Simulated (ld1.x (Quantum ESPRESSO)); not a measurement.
## Before and after: PAW potential for Os

osmium, PAW, made with ld1.x (Quantum ESPRESSO) 7.5 (PBE, scalar-relativistic). Core [Kr] 4d10 4f14 5s2, reference 5p6 5d6.5 6s1.5 6p0. Waves: 6s (bound): rcut 2.30, rcutus 2.95 bohr; 6s channel at 0.9 Ry: rcut 2.30, rcutus 2.95 bohr; 5p (bound): rcut 1.75, rcutus 2.40 bohr; 6p (bound, empty): rcut 1.75, rcutus 2.40 bohr; 5d (bound): rcut 1.60, rcutus 2.05 bohr; 5d channel at 0.5 Ry: rcut 1.60, rcutus 2.05 bohr. Local part: all-electron potential smoothed inside 2.05 bohr (lloc = -1). Core correction: Bessel-smoothed model core inside 1.45 bohr. Augmentation charge: BESSEL, radius 1.15 bohr.

Change: all radii but the core radius scaled by about 1.37 (s 4.04, p 3.28, d 2.80 bohr, rcut 3.16/2.40/2.20); local potential all-electron potential smoothed inside 2.80 bohr (lloc = -1); augmentation BESSEL, radius 1.58 bohr.

Cutoffs: the cutoffs (Ry, on a coarse ladder) from which the occupation-weighted sum of valence levels, in a spherical-Bessel basis at the reference potential, stays within 10 and 1 mRy of its value at 400 Ry; they do not see the model core or the augmentation charge, which bear on the density cutoff. Errors are all-electron minus pseudo energies relative to the spin-unpolarised reference configuration.

What does the change do?

The potential gets softer (25 Ry and 40 Ry → 12 Ry and 21 Ry); the bound ghost in s disappears; the number of tests with a reliable result goes from 7 to 0 (the test run of the changed file stopped, so its transferability is not established). A larger radius leaves more room for a smooth pseudo-wave, so fewer plane waves are needed.

| quantity | base | changed |
| --- | --- | --- |
| cutoff, loose | 25 Ry | 12 Ry |
| cutoff, tight | 40 Ry | 21 Ry |
| loose cutoff by channel (10 mRy a level) | s 6 Ry, p 12 Ry, d 21 Ry | s 6 Ry, p 6 Ry, d 10 Ry |
| bound ghosts | s | none |
| tests with a reliable result | 7 of 7 | 0 of 7 (the test run stopped) |
| lowest overlap eigenvalue by channel | s 0.29, p 0.71, d 0.91 | s 0.41, p 0.68, d 0.17 |

 A true bound ghost makes a file unfit for plane-wave use even where its test errors are small: the radial tests pick states by their node count and pass the ghost by.
